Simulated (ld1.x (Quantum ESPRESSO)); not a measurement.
**As (Z = 33): one change to a TM potential, before and after**

| Quantity | Value |
| --- | --- |
| Element | arsenic (As) |
| Generator | ld1.x (Quantum ESPRESSO) 7.5 |
| Type | norm-conserving Troullier–Martins (Kleinman–Bylander form) |
| Functional | LDA (PZ) |
| Relativity | scalar-relativistic |
| Frozen core | [Ar] 3d10 |
| Valence charge | 5 |
| Reference configuration | 4s2 4p3 |
| Partial waves | 4p (bound): rc 2.15 bohr; 4s (bound): rc 1.20 bohr |
| Local potential | the s channel |
| Core correction | Bessel-smoothed model core, default radius (core density twice the valence density) |

All-electron outer shells of the reference configuration (LDA (PZ), scalar-relativistic, ld1.x):

```json
{"shell": "3p", "level (eV)": "-133.41", "outermost node (bohr)": "0.22", "outermost maximum (bohr)": "0.52"}
{"shell": "3d", "level (eV)": "-40.89", "outermost node (bohr)": "–", "outermost maximum (bohr)": "0.47"}
{"shell": "4s", "level (eV)": "-14.70", "outermost node (bohr)": "0.73", "outermost maximum (bohr)": "1.61"}
{"shell": "4p", "level (eV)": "-5.35", "outermost node (bohr)": "0.78", "outermost maximum (bohr)": "1.97"}
```

Change: all radii but the core radius scaled by about 1.25 (s 1.50, p 2.68 bohr).

Cutoffs: the cutoffs (Ry, on a coarse ladder) from which the occupation-weighted sum of valence levels, in a spherical-Bessel basis at the reference potential, stays within 10 and 1 mRy of its value at 400 Ry; they do not see the model core or the augmentation charge, which bear on the density cutoff. Errors are all-electron minus pseudo energies relative to the spin-unpolarised reference configuration.

Problem. What does the change do?

Solution. The potential gets softer (70 Ry and 160 Ry → 35 Ry and 50 Ry); both files keep a bound ghost (p); of the 9 tests that both files solve, the error grows in 4 and shrinks in 2 by more than 15 % and 0.3 meV (median size 6.5 → 11.8 meV). A larger radius leaves more room for a smooth pseudo-wave, so fewer plane waves are needed.

```tsv
quantity	base	changed
cutoff, loose	70 Ry	35 Ry
cutoff, tight	160 Ry	50 Ry
loose cutoff by channel (10 mRy a level)	p 6 Ry, s 50 Ry	p 15 Ry, s 18 Ry
bound ghosts	p	p
error for 4s2 4p2, meV [ΔE 9.33 eV]	-6.4	-6.2
error for 4s2 4p1, meV [ΔE 27.49 eV]	-31	-44
error for 4s2 4p0, meV [ΔE 55.53 eV]	-78	-163
error for 4s1 4p4, meV [ΔE 9.48 eV]	-14	-0.2
error for 4s2 4p3.3, meV [ΔE -1.28 eV]	0.0	+0.1
error for 4s1 4p3, meV [ΔE 19.49 eV]	-34	-12
error for 4s2 4p2.5, meV [ΔE 3.64 eV]	-1.5	-1.3
error for 4s2 4p3 (spin-polarised), meV [ΔE -1.32 eV]	-2.9	-19
error for 4s2 4p2 (spin-polarised), meV [ΔE 8.60 eV]	-6.5	-18
```

 A true bound ghost makes a file unfit for plane-wave use even where its test errors are small: the radial tests pick states by their node count and pass the ghost by.
